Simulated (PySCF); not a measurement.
barium atom (Ba), singlet (core potentials on Ba); PBE0/def2-TZVP, polarisability (PySCF).

Here is a job for PySCF.
```python
from pyscf import gto, scf, dft
from pyscf.prop import polarizability

mol = gto.M(
    atom='''
Ba    0.000000    0.000000    0.000000
''',
    basis='def2-tzvp',
    ecp={'Ba': 'def2-tzvp'},
    charge=0,
    spin=0,
    verbose=4,
)

mf = dft.RKS(mol)
mf.xc = 'pbe0'
mf.kernel()
alpha = mf.Polarizability().polarizability()[2, 2]
print('alpha_zz =', alpha)
```

Problem. Predict the main parts of the log of this PySCF run.

Solution. 
```
site-packages/pyscf/prop/efg/rhf.py:45: UserWarning: Module EFG is under testing
  warnings.warn('Module EFG is under testing')
site-packages/pyscf/prop/efg/dhf.py:30: UserWarning: Module EFG is under testing
  warnings.warn('Module EFG is under testing')
site-packages/pyscf/prop/zfs/uhf.py:40: UserWarning: Module ZFS is under testing
  warnings.warn('Module ZFS is under testing')
site-packages/pyscf/prop/gtensor/uhf.py:43: UserWarning: Module g-tensor is under testing
  warnings.warn('Module g-tensor is under testing')
site-packages/pyscf/prop/gtensor/uks.py:41: UserWarning: Module g-tensor is under testing
  warnings.warn('Module g-tensor is under testing')
site-packages/pyscf/prop/hfc/uks.py:35: UserWarning: Module HFC is under testing
  warnings.warn('Module HFC is under testing')
site-packages/pyscf/prop/magnetizability/rhf.py:39: UserWarning: Module magnetizability is under testing
  warnings.warn('Module magnetizability is under testing')
site-packages/pyscf/prop/magnetizability/uhf.py:37: UserWarning: Module magnetizability is under testing
  warnings.warn('Module magnetizability is under testing')
site-packages/pyscf/prop/magnetizability/rks.py:37: UserWarning: Module magnetizability is under testing
  warnings.warn('Module magnetizability is under testing')
site-packages/pyscf/prop/magnetizability/uks.py:39: UserWarning: Module magnetizability is under testing
  warnings.warn('Module magnetizability is under testing')
site-packages/pyscf/prop/polarizability/uhf.py:34: UserWarning: Module polarizability is under testing
  warnings.warn('Module polarizability is under testing')
site-packages/pyscf/prop/polarizability/rks.py:29: UserWarning: Module polarizability is under testing
  warnings.warn('Module polarizability is under testing')
site-packages/pyscf/prop/polarizability/uks.py:29: UserWarning: Module polarizability is under testing
  warnings.warn('Module polarizability is under testing')
PySCF version 2.14.0

[INPUT] verbose = 4
[INPUT] num. atoms = 1
[INPUT] num. electrons = 10
[INPUT] charge = 0
[INPUT] spin (= nelec alpha-beta = 2S) = 0
[INPUT] symmetry False subgroup None
[INPUT] Mole.unit = angstrom
[INPUT] Symbol           X                Y                Z      unit          X                Y                Z       unit  Magmom
[INPUT]  1 Ba     0.000000000000   0.000000000000   0.000000000000 AA    0.000000000000   0.000000000000   0.000000000000 Bohr   0.0

nuclear repulsion = 0
number of shells = 14
number of NR pGTOs = 60
number of NR cGTOs = 40
basis = def2-tzvp
ecp = {'Ba': 'def2-tzvp'}

******** <class 'pyscf.dft.rks.RKS'> ********
method = RKS
initial guess = minao
damping factor = 0
level_shift factor = 0
DIIS = <class 'pyscf.scf.diis.CDIIS'>
diis_start_cycle = 1
diis_space = 8
diis_damp = 0
SCF conv_tol = 1e-09
SCF conv_tol_grad = None
SCF max_cycles = 50
direct_scf = True
direct_scf_tol = 1e-13
XC library pyscf.dft.libxc version 7.1.2
    S. Lehtola, C. Steigemann, M. J. T. Oliveira, and M. A. L. Marques,  SoftwareX 7, 1–5 (2018)
XC functionals = pbe0
    C. Adamo and V. Barone,  J. Chem. Phys. 110, 6158 (1999)
    M. Ernzerhof and G. E. Scuseria,  J. Chem. Phys. 110, 5029 (1999)
radial grids:
    Treutler-Ahlrichs [JCP 102, 346 (1995); DOI:10.1063/1.469408] (M4) radial grids

becke partition: Becke, JCP 88, 2547 (1988); DOI:10.1063/1.454033
pruning grids: <function nwchem_prune>
grids dens level: 3
symmetrized grids: False
atomic radii adjust function: <function treutler_atomic_radii_adjust>
small_rho_cutoff = 0
Set gradient conv threshold to 3.16228e-05
Initial guess from minao.
tot grids = 23928
init E= -20.3522668999588
  HOMO = -0.258070232201252  LUMO = -0.204718062660754  gap/eV = 1.45179
cycle= 1 E= -25.4343978737395  delta_E= -5.08  |g|= 0.196  |ddm|= 6.05
  HOMO = -0.119442099380008  LUMO = -0.01891393027793  gap/eV = 2.73551
cycle= 2 E= -25.4458795389046  delta_E= -0.0115  |g|= 0.0403  |ddm|= 1.75
  HOMO = -0.134027150741621  LUMO = -0.0384448354720974  gap/eV = 2.60093
cycle= 3 E= -25.4462415174299  delta_E= -0.000362  |g|= 0.00115  |ddm|= 0.169
  HOMO = -0.135224471894581  LUMO = -0.0400162428300036  gap/eV = 2.59075
cycle= 4 E= -25.4462436576757  delta_E= -2.14e-06  |g|= 0.00023  |ddm|= 0.0267
  HOMO = -0.135427749377198  LUMO = -0.0403223184976974  gap/eV = 2.58795
cycle= 5 E= -25.4462437077397  delta_E= -5.01e-08  |g|= 8.11e-06  |ddm|= 0.00452
  HOMO = -0.135425985575865  LUMO = -0.0403194696283346  gap/eV = 2.58798
cycle= 6 E= -25.4462437077653  delta_E= -2.56e-11  |g|= 3.18e-07  |ddm|= 9.89e-05
  HOMO = -0.135426243968333  LUMO = -0.0403198742792845  gap/eV = 2.58798
Extra cycle  E= -25.4462437077654  delta_E= -6.39e-14  |g|= 4.72e-08  |ddm|= 6.01e-06
converged SCF energy = -25.4462437077654
Isotropic polarizability 283.079292917
Polarizability anisotropy 7.68984526988e-12
alpha_zz = 283.07929291734513
```
